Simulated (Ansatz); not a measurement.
A family of molecules: the HOMO–LUMO gap

All atoms of one element are swapped for its congeners: SiH2F2 `F[SiH2]F`; SiH2Cl2 (dichlorosilane (DCS)) `Cl[SiH2]Cl`; SiH2Br2 (dibromosilane) `Br[SiH2]Br`. All are singlets with charge 0.

Shapes, held fixed at every level: PBE0-D4/def2-TZVP. Programs: Ansatz 0.2.0. Values in eV.

| level | SiH2F2 | SiH2Br2 |
| --- | --- | --- |
| PBE-D4/def2-TZVPP | 7.78 | 5.84 |
| r2SCAN-D4/def2-TZVPP | 8.68 | 6.52 |
| BHLYP-D4/def2-TZVPP | 12.48 | 10.10 |
| r2SCAN0-D4/def2-TZVPP | 10.77 | 8.44 |
| wB97X-V/def2-TZVPP | 14.75 | 12.50 |
| wB97M-V/def2-TZVPP | 14.19 | 12.11 |

Q: Estimate the column for SiH2Cl2 from its neighbours.

A: The mean of the neighbours at wB97M-V/def2-TZVPP is 13.15 eV, against 13.26 from the run. All rows: PBE-D4/def2-TZVPP 6.83; r2SCAN-D4/def2-TZVPP 7.59; BHLYP-D4/def2-TZVPP 11.41; r2SCAN0-D4/def2-TZVPP 9.62; wB97X-V/def2-TZVPP 13.73; wB97M-V/def2-TZVPP 13.26 eV. At wB97M-V/def2-TZVPP the HOMO–LUMO gap falls at every step, from 14.19 to 12.11 eV. Every level shows the same order. Relativity is left out for Br unless named. Orbital gaps aren't excitation energies, and the LUMO depends on the basis.
